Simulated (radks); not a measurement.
Question: The mean radii <r> (bohr) of the occupied orbitals of an atom or ion are listed with their occupations. Calculated with a radial shooting solver on a logarithmic mesh with Libxc functionals: scalar-relativistic Kohn-Sham, BLYP, spin-polarised, spherical densities, finite nucleus; Fermi nuclear charge, rms radius of each element as measured or else 0.836 A^(1/3) + 0.57 fm.

| orbital | occ. | <r> |
|---|---|---|
| 1s up | 1 | 0.02318 |
| 1s down | 1 | 0.02318 |
| 2s up | 1 | 0.09896 |
| 2s down | 1 | 0.09896 |
| 2p up | 3 | 0.08710 |
| 2p down | 3 | 0.08710 |
| 3s up | 1 | 0.2606 |
| 3s down | 1 | 0.2605 |
| 3p up | 3 | 0.2589 |
| 3p down | 3 | 0.2587 |
| 3d up | 5 | 0.2363 |
| 3d down | 5 | 0.2361 |
| 4s up | 1 | 0.5931 |
| 4s down | 1 | 0.5930 |
| 4p up | 3 | 0.6281 |
| 4p down | 3 | 0.6280 |
| 4d up | 5 | 0.6887 |
| 4d down | 5 | 0.6893 |
| 5s up | 1 | 1.432 |
| 5s down | 1 | 1.450 |
| 5p up | 3 | 1.674 |
| 5p down | 3 | 1.705 |
| 4f up | 5 | 1.022 |
| 7s up | 1 | 7.832 |

Name the element and its charge. Open shells, if any, are filled with parallel spins first.

Answer: Z = 61, promethium, charge +1: Pm+ in [Xe] 4f5 7s1. The 1s radius gives Z: for a bare nucleus <r> = (2 gamma + 1)/(2Z) with gamma = sqrt(1 - (Z/c)^2), 0.02288 bohr for Z = 61, and screening makes it slightly larger (0.02318 here). The occupations add up to 60, and the charge is Z minus that.
